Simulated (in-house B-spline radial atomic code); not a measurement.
# RPA and G0W0 on PBE: the potassium ion K⁷⁺

Configuration [Ne] 3s2, mean-field start PBE. Computed with an all-electron radial atomic-structure program (B-spline basis): all electrons, non-relativistic, point nucleus, each spin shell either full or empty, empty states to l = 9 with an (l + 1/2)⁻⁴ tail; G0W0 by contour deformation at full frequency.

Command:
```bash
python run_gw.py task.json out
```
Settings (radii: box in bohr, nucleus in fm):
```
Z                        19
electrons                12
configuration            [Ne] 3s2
hamiltonian              nr
method                   pbe,pbe
lmax                     9
spin_polarised           False
box_radius               8.41
intervals                47
ion_configuration        [Ne] 3s1
```

Cost of the run: 2.4 s on 1 thread of Arm Neoverse N1, with other jobs on the host.

Energies (hartree):

```json
{"term": "mean-field total", "value": "-583.48102"}
{"term": "Hartree-Fock functional on these orbitals", "value": "-583.17462"}
{"term": "direct second order", "value": "-0.89591"}
{"term": "second-order exchange", "value": "0.33119"}
{"term": "SOSEX correction", "value": "0.29316"}
```

(1) What is the RPA correlation energy, and what remains with SOSEX?

Quasi-particle levels (eV):

```csv
level,occupied,mean field,Σx - vxc,Σc,QP weight,G0W0
3s,yes,-145.24,-7.07,?,?,?
2p,yes,-417.08,-32.23,4.51,0.950,-444.80
3p,no,-126.61,10.52,-2.29,0.949,-118.38
```

G0W0 = mean field + (Σx - vxc) + Σc, with Σc (partial-wave tail included) taken at the quasi-particle energy. Levels of low weight are left out.

(2) Where does G0W0 put 3s?

(3) What does it cost to remove one electron (to [Ne] 3s1) by differences of total energies, each species on its own start (correlation terms add to the Hartree-Fock functional)?

Answers

(1) RPA gives -0.78832 hartree (-1.79 eV per electron); RPA + SOSEX gives -0.49516, and the second-order doubles -0.56472 hartree (no singles). SOSEX takes back 37 % of the RPA value.

(2) At -155.04 eV, with Σc = -2.72 eV and a quasi-particle weight of 0.960. The tabulated removal energy is 154.87 ± 0.05 eV (NIST, semi-empirical); the calculation leaves out relativity, Breit and QED terms, and what these don't explain is the method's own error.

(3) PBE 154.28 eV, Hartree-Fock functional 152.10 eV, + RPA 155.01 eV, + RPA + SOSEX 154.23 eV, + second order 155.13 eV. Tabulated: 154.87 ± 0.05 eV (NIST, semi-empirical); the calculation leaves out relativity, Breit and QED terms, and what these don't explain is the method's own error.
